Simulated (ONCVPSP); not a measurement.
## Building the ONCV potential for Ag (Z = 47) (PBEsol, scalar-relativistic).

ONCVPSP 4.0.1 input, shortened (lines: element, Z, core and valence counts, functional; n l f; lmax; l rc ep ncon nbas qcut; lloc lpopt rc5 dvloc0; l nproj debl; icmod fcfact rcfact), PBEsol, scalar-relativistic:

```
  Ag 47.00    6    4  -116133      upf
    1    0    2.00
    2    0    2.00
    2    1    6.00
    3    0    2.00
    3    1    6.00
    3    2   10.00
    4    0    2.00
    4    1    6.00
    4    2   10.00
    5    0    0.50
    2
    0    1.75    0.00    4    7    8.50
    1    1.65    0.00    4    6    7.40
    2    1.20    0.00    4    7    5.40
    4    5    0.95    0.00
    0    3    0.40
    1    3    2.60
    2    2    1.20
    2    0.65    0.85
```

All-electron outer shells of the reference configuration (PBEsol, scalar-relativistic, ld1.x):

```
shell  level (eV)  outermost node (bohr)  outermost maximum (bohr)
   3d     -362.36                      –                      0.27
   4s      -98.90                   0.44                      0.82
   4p      -62.46                   0.44                      0.87
   4d      -11.38                   0.43                      1.04
   5s       -7.71                   1.11                      2.43
```

Results:

| Quantity | Value |
| --- | --- |
| Cutoffs needed | 108 Ha and 125 Ha (the cutoffs (Ha) at which the residual kinetic energy of the hardest occupied pseudo-wave falls to 1 and 0.1 mHa per electron) |
| Ghost test | ghosts flagged at negative energy: d at -448.5 eV; GHOST(+) flagged for s at 322.9 eV; a true bound ghost makes a file unfit for plane-wave use |
| Largest excitation error | -2.0 meV (all-electron minus pseudo) for 4s2 4p6 4d9 5s0, out of 4 test configurations |
| rms error of d²Exc/dni dnj | 3.87 mHa without and 1.54 mHa with the model core |

Generation and tests took about 4.7 s on one core of a shared server CPU.
